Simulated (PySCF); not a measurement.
Fill in the blanks.

Compound: C5H9NOS2Si.
InChI=1S/C5H9NOS2Si/c1-2-7-10-8-4-5(3-6)9-10/h5,10H,2,4H2,1H3/t5-,10+/m0/s1

```json
{"property": "point group of the GFN2-xTB geometry", "level": "GFN2-xTB", "value": "?"}
{"property": "rotational constants A, B, C of the GFN2-xTB geometry", "level": "GFN2-xTB", "value": "1.198, 0.615, 0.586 GHz"}
{"property": "dipole moment", "level": "PBE0/pcSseg-1", "value": "?"}
{"property": "HOMO energy", "level": "PBE0/pcSseg-1", "value": "-7.42 eV"}
{"property": "LUMO energy", "level": "PBE0/pcSseg-1", "value": "-0.91 eV"}
{"property": "13C chemical shifts (computed TMS as zero) by class", "level": "GIAO PBE0/pcSseg-1", "value": "?"}
{"property": "1H chemical shifts (computed TMS as zero) by class", "level": "GIAO PBE0/pcSseg-1", "value": "6.19 (1 H), 4.13 (1 H), 3.89 (1 H), 3.77 (1 H), 3.24 (1 H), 3.01 (1 H), 1.47 (3 H) ppm"}
{"property": "isotropic shieldings of nuclei other than C and H, by class", "level": "GIAO PBE0/pcSseg-1", "value": "?"}
```

The electronic properties come from PySCF, for the isolated species, density fitting. One conformer (not necessarily the lowest) at the GFN2-xTB geometry, without solvent or vibrations. NMR classes are plain means over equivalent atoms (diastereotopic ones count apart unless rotation or inversion swaps them), as if these changed places fast; in this geometry the members of some classes differ.

(1) What are the isotropic shieldings of nuclei other than C and H, by class?

(2) What is the dipole moment?

(3) What are the 13C chemical shifts (computed TMS as zero) by class?

(4) Give the point group of the GFN2-xTB geometry.

Answers

(1) -44 (1 N), 262 (1 O), 338 (1 Si), 497 (1 S), 602 (1 S) ppm.

(2) 3.31 D.

(3) 122.8 (1 C), 63.3 (1 C), 46.1 (1 C), 37.7 (1 C), 20.0 (1 C) ppm.

(4) C1.

In atomic units the dipole is 1.30 e·bohr (1 au = 2.5417 D). The rotational constants make it an asymmetric top with κ = (2B − A − C)/(A − C) = -0.91, nearer the prolate limit (−1). A dipole of 3.31 D is allowed in C1, and pure rotational transitions are dipole-allowed. With B = h/(8π²I), that is 505.379 GHz u Å² over I, the principal moments of inertia are 421.7, 821.8 and 862.6 u Å² (most abundant isotopes); the inertial defect Ic − Ia − Ib is -380.9 u Å² (zero for a rigid planar frame, negative otherwise).

For the NMR shielding job (PBE0/pcSseg-1), on Arm Neoverse V2, one thread, shared host, this took 55 s wall.
